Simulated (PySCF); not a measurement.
**Dipole response of Mn(2+) (manganese, charge +2)**

[Ar] 3d5, high-spin 6S determinant. Calculation: PySCF 2.14, in x2c-TZVPPall with one added diffuse shell each of s, p, d, f type (7s6p5d3f1g, 80 functions); the spin-free X2C one-electron Hamiltonian (Gaussian nucleus). Coupled (time-dependent) response in atomic units; α is the mean over directions.

```json
{"method": "UHF", "mean α (bohr³)": "3.252", "C₆ (like pair)": "9.380", "S(−4)": "5.026"}
{"method": "PBE", "mean α (bohr³)": "4.206", "C₆ (like pair)": "12.29", "S(−4)": "11.21"}
{"method": "PBE0", "mean α (bohr³)": "3.855", "C₆ (like pair)": "11.21", "S(−4)": "8.566"}
```

S(−4) is the Cauchy moment in α(ω) = α(0) + S(−4) ω² + …

α(iu) at PBE0:

| u (hartree) | α(iu) (bohr³) |
| --- | --- |
| 0 | 3.855 |
| 0.0500 | 3.833 |
| 0.100 | 3.772 |
| 0.200 | 3.559 |
| 0.300 | 3.286 |
| 0.500 | 2.749 |
| 0.750 | 2.232 |
| 1.00 | 1.858 |
| 1.50 | 1.359 |
| 2.00 | 1.040 |
| 3.00 | 0.6589 |
| 5.00 | 0.3247 |

A single London oscillator, α(iu) = α/(1 + u²/ω²), gives C₆ = (3/4) ω α². Matching the computed C₆ needs ω = 4 × 11.21 / (3 × 3.855²) = 1.01 hartree.

For an ion, C₆ is the dispersion term alone; charge-induced terms of lower order in 1/R come first.
